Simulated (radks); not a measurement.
Results of a calculation; reference values are marked as such.
Successive ionisation energies (eV) of one element, from differences of total energies of ions in their ground configurations, starting at charge 0: 5.885, 11.006, 43.264, 57.321, 72.124, 87.580, 103.60. Level of theory: scalar-relativistic Kohn-Sham, PBE, spin-unpolarised, spherical densities, point nucleus (a radial shooting solver on a logarithmic mesh with Libxc functionals). Which element is it?

Answer. Strontium (Z = 38). The first species listed is Sr in [Kr] 5s2, the last Sr6+ in [Ar] 3d10 4s2 4p2.
